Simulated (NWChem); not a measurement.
C2H4GeO2; SMILES [OH][Ge@@H]1[CH]=C[O]1

```xyz
9

O     -0.4065     1.7945    -0.7182
Ge     0.0815     0.4015     0.2837
C      0.9972    -1.1377    -0.4369
C     -0.1754    -1.8150    -0.2459
O     -1.1926    -1.0502     0.2296
H     -0.4675     1.5372    -1.6580
H      0.2083     0.9963     1.7011
H      1.9790    -1.4829    -0.7769
H     -0.4016    -2.8859    -0.4169
```
Atoms are numbered in this order, from 1.

Level: PBE-D3(BJ)/def2-SVP (NWChem), optimised geometry, unscaled harmonic frequencies. 

### Question
List the harmonic frequencies with IR intensities, and the thermochemistry.

### Answer
| frequency (cm⁻¹) | IR intensity (km/mol) |
|---|---|
| 150 | 1.8 |
| 176 | 0.8 |
| 339 | 112.1 |
| 394 | 63.4 |
| 426 | 31.9 |
| 524 | 14.4 |
| 597 | 2.4 |
| 652 | 29.6 |
| 700 | 115.6 |
| 713 | 6.9 |
| 829 | 6.6 |
| 913 | 131.9 |
| 927 | 8.5 |
| 987 | 26.4 |
| 1135 | 100.2 |
| 1239 | 7.1 |
| 1516 | 88.0 |
| 2125 | 104.0 |
| 3066 | 22.4 |
| 3207 | 1.4 |
| 3721 | 71.4 |

```yaml
zero_point_energy: 34.8 kcal/mol
thermal correction to the enthalpy at 298.15 K (with zero-point energy): 39.1 kcal/mol
heat capacity Cv: 21.5 cal/(mol K)
entropy at 298.15 K and 1 atm (symmetry number 1): 77.4 cal/(mol K)
dipole_moment: 1.70 D
```

Rigid rotor and harmonic oscillator.
